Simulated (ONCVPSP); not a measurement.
**What the settings do to the ONCV potential of cadmium (Cd)**

Base potential:

* Element: Cd (Z = 48)
* Generator: ONCVPSP 4.0.1
* Type: optimised norm-conserving Vanderbilt (ONCV)
* Functional: PW91
* Relativity: scalar-relativistic
* Frozen core: [Ar] 3d10
* Valence charge: 20
* Reference configuration: 4s2 4p6 4d10 5s0.5 (charge +1.5)
* Partial waves: 4s+5s: rc 1.45 bohr, ncon 4, nbas 8, qcut 9.3 1/bohr, 2 projectors; 4p: rc 1.60 bohr, ncon 3, nbas 8, qcut 11 1/bohr, 2 projectors, debl 0.6 Ha; 4d: rc 1.25 bohr, ncon 4, nbas 7, qcut 7.6 1/bohr, 2 projectors, debl 2.4 Ha
* Local potential: polynomial inside 1.10 bohr (lpopt 5, dvloc0 3 Ha)
* Core correction: Teter function, fcfact 3.25, rcfact 1.1

In the p channel the program set the typed energies aside and used -2.970, 0.250 Ha.

All-electron outer shells of the reference configuration (PW91, scalar-relativistic, ld1.x):

| shell | level (eV) | outermost node (bohr) | outermost maximum (bohr) |
| --- | --- | --- | --- |
| 3d | -407.48 | – | 0.27 |
| 4s | -119.73 | 0.43 | 0.79 |
| 4p | -80.80 | 0.43 | 0.84 |
| 4d | -25.43 | 0.42 | 0.98 |
| 5s | -17.17 | 1.06 | 2.18 |

Cutoffs, loose and tight: the cutoffs (Ha) at which the residual kinetic energy of the hardest occupied pseudo-wave falls to 1 and 0.1 mHa per electron. They do not see the model core or the augmentation charge, which bear on the density cutoff. Test errors are all-electron minus pseudo excitation energies from the reference, over the configurations 4s2 4p6 4d10 5s2; 4s2 4p6 4d10 5s1; 4s2 4p6 4d10 5s0; 4s2 4p6 4d10 5s1 5p1. A dash means not determined; rows that change the core or the reference have their own tests.

```csv
change,outcome,"cutoff, loose","cutoff, tight",bound ghosts,GHOST(+) flags above zero,largest test error (meV)
base,"generated, projector energies reset by the program",54 Ha,104 Ha,none,none,+2.0
"core correction Teter function, fcfact 3.25, rcfact 1","generated, projector energies reset by the program",54 Ha,104 Ha,none,none,+2.0
"core correction Teter function, fcfact 3.25, rcfact 1.16","generated, projector energies reset by the program",54 Ha,104 Ha,none,none,+2.0
"core correction Teter function, fcfact 3.25, rcfact 1.3","generated, projector energies reset by the program",54 Ha,104 Ha,none,none,+2.0
"core correction Teter function, fcfact 3.25, rcfact 1.5","generated, projector energies reset by the program",54 Ha,104 Ha,none,none,+1.9
"core correction Teter function, fcfact 3.25, rcfact 1.64","generated, projector energies reset by the program",54 Ha,104 Ha,none,none,+1.9
"core correction Teter function, fcfact 3.25, rcfact 1.88","generated, projector energies reset by the program",54 Ha,104 Ha,none,none,-2.0
"core correction Teter function, fcfact 3.25, rcfact 1.98","generated, projector energies reset by the program",54 Ha,104 Ha,none,none,-2.2
```

Reading the sweep of the rcfact (base included, trends over the rows without a ghost): The loose cutoff stays near 54 Ha. The median size of the test errors (rows with all tests solved) stays near 1.8 meV.
